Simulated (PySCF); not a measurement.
From one molecule to another.

First species: C3H11PSi2.
InChI=1S/C3H11PSi2/c1-5-2-6(4)3-5/h5-6H,2-4H2,1H3/t5-,6-

Second species: 3-pentanol, C5H12O.
SMILES: `CCC(O)CC`

Levels: PBE0/def2-SVPD for dipole moment, HOMO energy, LUMO energy, HOMO–LUMO gap, static isotropic polarisability and electronic spatial extent ⟨r²⟩ about the centre of nuclear charge; TDDFT PBE0/def2-SVPD for lowest singlet excitation; TDA PBE0/def2-SVPD for lowest triplet excitation (Tamm–Dancoff); GFN2-xTB for rotational constant A and rotational constant C. Geometries: GFN2-xTB. All species are isolated and taken at one optimised geometry, non-relativistic unless stated; the electronic structure was computed with PySCF and density fitting.

Dipoles, sizes and rotational constants follow the conformer. The torsions of the flexible species, by atom-mapped SMILES:
- `[CH3:1][Si@H:2]1[CH2:3][Si@H:4]([PH2:5])[CH2:6]1`: H–P5–Si4–C3 -178°, H–P5–Si4–C3 89°
- `[CH3:1][CH2:2][CH:3]([OH:4])[CH2:5][CH3:6]`: C1–C2–C3–O4 -60°, C2–C3–C5–C6 -176°, H–O4–C3–C2 -62°

Values for the first species:

* Dipole moment: 1.21 D
* HOMO energy: -7.33 eV
* LUMO energy: 0.08 eV
* HOMO–LUMO gap: 7.41 eV
* Lowest singlet excitation: 6.11 eV
* Lowest triplet excitation (Tamm–Dancoff): 5.58 eV
* Static isotropic polarisability: 115.3 au
* Electronic spatial extent ⟨r²⟩ about the centre of nuclear charge: 1429 bohr²
* Rotational constant A: 4.707 GHz
* Rotational constant C: 0.863 GHz

Problem. Estimate the same properties for the second species, and the change in each.

Solution. 
```tsv
property	first	second	second less first
dipole moment	1.21 D	1.60 D	+0.39 D
HOMO energy	-7.33 eV	-7.75 eV	-0.42 eV
LUMO energy	0.08 eV	0.58 eV	+0.50 eV
HOMO–LUMO gap	7.41 eV	8.33 eV	+0.92 eV
lowest singlet excitation	6.11 eV	6.96 eV	+0.85 eV
lowest triplet excitation (Tamm–Dancoff)	5.58 eV	6.72 eV	+1.14 eV
static isotropic polarisability	115.3 au	67.6 au	-47.7 au
electronic spatial extent ⟨r²⟩ about the centre of nuclear charge	1429 bohr²	795 bohr²	-634 bohr²
rotational constant A	4.707 GHz	7.295 GHz	+2.588 GHz
rotational constant C	0.863 GHz	1.673 GHz	+0.810 GHz
```

On the first: The vertical singlet–triplet gap S1 − T1 is 0.53 eV (TDDFT singlet less Tamm–Dancoff triplet; S1: HOMO→LUMO, weight 0.90; T1: HOMO→LUMO+1, weight 0.70). The polarisability is 17.09 Å³ as a volume (1 au = 0.148185 Å³), or 1.60 au for each of the 72 electrons.

On the second: No computed singlet falls in the visible range (750 to 380 nm, 1.65 to 3.26 eV); S1 lies 3.70 eV above its blue end. The polarisability is 10.02 Å³ as a volume (1 au = 0.148185 Å³), or 1.35 au for each of the 50 electrons.
